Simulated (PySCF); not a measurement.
## GeBr from Hartree–Fock to correlated methods

State: ²Π (doublet), unpaired electrons π ↑. Set-up: basis Ge def2-TZVPP, Br def2-TZVPP; no relativity; PySCF 2.14. De refers to Ge + Br in their high-spin ground configurations, without counterpoise correction. The functionals are run spin-unrestricted. A positive dipole means Ge(−)Br(+).

| Level | Re (Å) | ωe (cm⁻¹) | De (eV) | μ (D) | CPU s a point (SCF and correlation, without the integrals) |
| --- | --- | --- | --- | --- | --- |
| UHF | 2.351 | 289 | 2.36 | -2.09 | 1.9 |
| UHF-MP2 | 2.313 | 307 | 3.62 | n/a | 3.3 |
| UHF-SCS-MP2 | 2.325 | 301 | 3.50 | n/a | n/a |
| UHF-CCSD | 2.324 | 302 | 3.36 | n/a | n/a |
| UHF-CCSD(T) | 2.325 | 301 | 3.50 | n/a | 170 |
| PBE | 2.347 | 285 | 3.88 | -1.46 | 2.3 |
| revPBE | 2.359 | 280 | 3.67 | -1.52 | 1.1 |
| TPSS | 2.343 | 286 | 3.81 | -1.48 | 2 |
| r²SCAN | 2.325 | 296 | 3.81 | -1.38 | 2 |
| M06-L | 2.333 | 289 | 3.73 | -1.33 | 2.1 |
| PBE0 | 2.327 | 296 | 3.71 | -1.56 | 4.3 |
| BHandHLYP | 2.335 | 293 | 3.44 | -1.86 | 4.8 |
| ωB97M-V | 2.326 | 298 | 3.63 | -1.76 | 12 |

Question: Which functional lies closest to UHF-CCSD(T) in De, which farthest, and by how much do they differ from it?

Answer: Closest is BHandHLYP (+1.0 pm in Re, -2.7 % in ωe, -0.06 eV in De against UHF-CCSD(T) in the same basis), farthest PBE (+2.2 pm in Re, -5.3 % in ωe, +0.38 eV in De). CCSD(T) converges more slowly with the basis than the functionals do and binds too weakly in this one, so the order can change at the basis-set limit.

Question: What does a quarter of exact exchange do here, going from PBE to PBE0?

Answer: PBE0 less PBE: -2.0 pm in Re, +3.9 % in ωe, -0.17 eV in De. Exact exchange removes part of the self-interaction that spreads semilocal densities, and in most molecules shortens and stiffens the bond and lowers De; so it does here.

Question: What does second-order correlation do here, going from UHF to UHF-MP2?

Answer: UHF-MP2 less UHF: -3.8 pm in Re, +6.2 % in ωe, +1.26 eV in De. Correlation nearly always deepens the well. The bond shortens, as in weak, metallic or heavy-atom bonds, where dispersion and the correlation of outer-core electrons pull the atoms together.

Correlated steps freeze 18 core orbitals. Spin–orbit coupling is left out. The state is the lowest determinant that a PBE0 search found; another state may lie lower at other levels.

The whole job (state search and all levels along the bond) took about 16 min on 2 threads of Intel Xeon Platinum 8259CL @ 2.50GHz (shared host), peak memory 3 GiB.
